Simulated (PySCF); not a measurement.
A calculated (B97-3, PySCF 2.14, aug-cc-pVTZ-DK, scalar relativity by spin-free X2C-1e) atom or ion has these occupied shells.

| shell | electrons | orbital energy (eV) | rms radius, mean of both spins (bohr) |
| --- | --- | --- | --- |
| 1s α | 1 | -8903.6 | 0.0601 |
| 1s β | 1 | -8903.5 | 0.0601 |
| 2s α | 1 | -1089.6 | 0.255 |
| 2s β | 1 | -1088.8 | 0.255 |
| 2p α | 3 | -940.23 | 0.228 |
| 2p β | 3 | -939.56 | 0.228 |
| 3s α | 1 | -129.86 | 0.762 |
| 3s β | 1 | -128.15 | 0.762 |
| 3p α | 3 | -85.470 | 0.810 |
| 3p β | 3 | -83.663 | 0.810 |
| 3d α | 5 | -14.695 | 1.09 |
| 3d β | 4 | -13.413 | 1.09 |
| 4s α | 1 | -8.318 | 2.86 |
| 4p α | 1 | -3.316 | 4.04 |

**Question.** Name the element and its charge.

**Answer.** Cu (copper, neutral), in [Ar] 3d9 4s1 4p1, one real determinant (an excited configuration).
